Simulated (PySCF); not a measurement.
One of the candidates below gave these computed data.

All candidates are C4H5NO2.

- Triplet: lowest triplet excitation (Tamm–Dancoff): 3.17 eV [TDA CAM-B3LYP/def2-SVPD]
- UV, first state: lowest singlet excitation: 4.26 eV (291 nm, f = 0.053) [TDDFT CAM-B3LYP/def2-SVPD]
- Dipole: 1.69 D [CAM-B3LYP/def2-SVPD]
- Rotational structure: rotational constants A, B, C: 6.072, 1.915, 1.492 GHz [GFN2-xTB]
- Polarisability: 66.8 au [CAM-B3LYP/def2-SVPD]
- UV, strongest line: among the 8 lowest singlet transitions: S3 at 5.27 eV (235 nm, f = 0.228) [TDDFT CAM-B3LYP/def2-SVPD]

Gas-phase values; electronic properties from PySCF, density fitting. Levels stand in brackets. Geometry: GFN2-xTB, one conformer, isolated molecule.

Problem. Which candidate is it?
A. `C=N/C=C\C(=O)O`
B. `COc1cnco1`
C. `CC(=O)OCC#N`

Solution. A. It is `C=N/C=C\C(=O)O`. Numbering: `[CH2:1]=[N:2]/[CH:3]=[CH:4]\[C:5](=[O:6])[OH:7]`. Its formula, C4H5NO2, gives 3 degrees of unsaturation: 0 rings and 3 π bonds in the structure found. The optimised geometry has point group C1 and is an asymmetric top.

The others, at the same levels:
- `COc1cnco1` fails: its computed lowest singlet excitation is 5.88 eV (211 nm, f = 0.198) (against 4.26 eV), lowest triplet excitation (Tamm–Dancoff) is 3.99 eV (against 3.17 eV) and static isotropic polarisability is 59.2 au (against 66.8 au).
- `CC(=O)OCC#N` fails: its computed lowest singlet excitation is 5.99 eV (207 nm, f = 0.001) (against 4.26 eV), lowest triplet excitation (Tamm–Dancoff) is 5.48 eV (against 3.17 eV) and static isotropic polarisability is 58.5 au (against 66.8 au).

Each candidate is one conformer, not necessarily the lowest. Dipoles, sizes and rotational constants follow the conformer. The torsions of the flexible species, by atom-mapped SMILES:
- `[CH2:1]=[N:2]/[CH:3]=[CH:4]\[C:5](=[O:6])[OH:7]`: C1–N2–C3–C4 -74°, C3–C4–C5–O6 4°, H–O7–C5–C4 -179°
- `[CH3:1][O:2][c:3]1[cH:4][n:5][cH:6][o:7]1`: C1–O2–C3–C4 180°
- `[CH3:1][C:2](=[O:3])[O:4][CH2:5][C:6]#[N:7]`: C1–C2–O4–C5 180°, C2–O4–C5–C6 -177°
